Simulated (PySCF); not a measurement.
NICS in rings of unrelated molecules.

NICS is the negative of the GIAO shielding at a point without a nucleus: at the ring centre (0) and 1 Å above and below it (1); zz is the component along the ring normal. Level: GIAO PBE0/pcSseg-1 (PySCF, non-relativistic, gas phase) on the GFN2-xTB geometries, one conformer each. Atom numbers follow the mapped SMILES.

Question: Order these rings by mean NICS(1)zz, lowest (most negative) first (ppm).
A. ring C3–C4–C6–P7 in `[CH2:1]=[CH:2][C@@H:3]1[C@@H:4]([CH3:5])[CH2:6][P@H:7]1=[S:8]`
B. ring C3–C4–C5 in `[CH3:1][O:2][c:3]1[cH+:4][c:5]1[CH2:6][F:7]` (charge +1)
C. ring N2–C3–C4–N5–P7 in `[CH3:1][N:2]1[CH:3]=[CH:4][N:5]([CH3:6])[PH:7]1`
D. ring C5–N6–C7–C8–C9 in `[CH2:1]=[CH:2][c:3]1[cH:4][c:5]2[nH:6][cH:7][cH:8][c:9]2[s:10]1`
E. ring Si3–C4–Si5–C6–Si9 in `[CH3:1][CH2:2][Si@@H:3]1[CH2:4][SiH2:5][C@H:6]([C:7]#[N:8])[SiH2:9]1`
F. ring C3–C7–C8 in `[CH2:1]=[CH:2][C@@:3]1([C:4](=[O:5])[Cl:6])[CH2:7][C@@H:8]1[C:9]([F:10])([F:11])[F:12]`

Answer: D (-27.3), F (-20.6), B (-18.4), C (-4.9), E (0.7), A (2.4).

```
                            SMILES                                                             ring  NICS(0)  NICS(1)  NICS(1)zz  HOMA  rms pucker (Å)  ring atoms with four or more neighbours
                C=Cc1cc2[nH]ccc2s1                5-membered ring with N; formal bonds all aromatic    -13.1    -10.6      -27.3  0.93            0.00                                        0
C=C[C@@]1(C(=O)Cl)C[C@@H]1C(F)(F)F                   3-membered carbocycle; formal bonds all single    -42.3     -8.3      -20.6     –            0.00                                        3
                     COc1[cH+]c1CF     3-membered carbocycle; bonds drawn aromatic by RDKit's count    -25.9    -11.7      -18.4  0.86            0.00                                        0
                      CN1C=CN(C)P1  5-membered ring with 2 N and P; formal bonds 1 double, 4 single     -7.0     -3.1       -4.9     –            0.05                                        0
CC[Si@@H]1C[SiH2][C@H](C#N)[SiH2]1               5-membered ring with 3 Si; formal bonds all single     -3.7     -3.2        0.7     –            0.21                                        5
      C=C[C@@H]1[C@@H](C)C[P@H]1=S                  4-membered ring with P; formal bonds all single     -4.4     -2.7        2.4     –            0.14                                        4
```

NICS(0) gives another order. The isotropic NICS(1) gives another order. HOMA uses Krygowski's 1993 parameters; it is left out where a ring has a four-coordinate atom, a triple bond, no multiple bond or a kind of bond without parameters. NICS(1) and NICS(1)zz are means over the two faces.
